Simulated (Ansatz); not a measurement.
```yaml
crystal:
  periodic: [false, false, false]
  atoms:
    - {symbol: Tl, position_ang: [-1.578945, 1.822614, -0.643001]}
    - {symbol: Tl, position_ang: [0.000534, -1.121983, 2.086775]}
    - {symbol: Tl, position_ang: [2.064216, 1.010061, -0.542594]}
    - {symbol: Tl, position_ang: [-1.178441, -1.692305, -1.410516]}
    - {symbol: H, position_ang: [0.027795, 0.327161, -1.656845]}
    - {symbol: H, position_ang: [0.247710, -2.438790, 0.164760]}
    - {symbol: H, position_ang: [-1.592230, -0.254309, 0.490794]}
    - {symbol: H, position_ang: [1.625294, -0.069403, 1.227017]}
    - {symbol: H, position_ang: [0.384067, 2.416944, 0.283619]}
basis:
  gaussian: {orbitals: def2-TZVP}
total_charge: -1
hamiltonian: {xc: {name: HF}}
correlation: {method: mp2, frozen_orbitals: {Tl: 9}}
scf: {lower_state_search: off}
output: {forces: true}
```

```sh
$ ansatz run in.yaml --threads 4 --pin off --events-out ev --progress --plain --max-ram 4787MiB
```

Output, abridged:

```
Functional definition: HF
Error: "frozen_orbitals" has no count for H
```

In this input frozen orbitals are typed for one element alone, and the program wants a count for each (the count typed has to fit that element's core, too). The program refused the input.
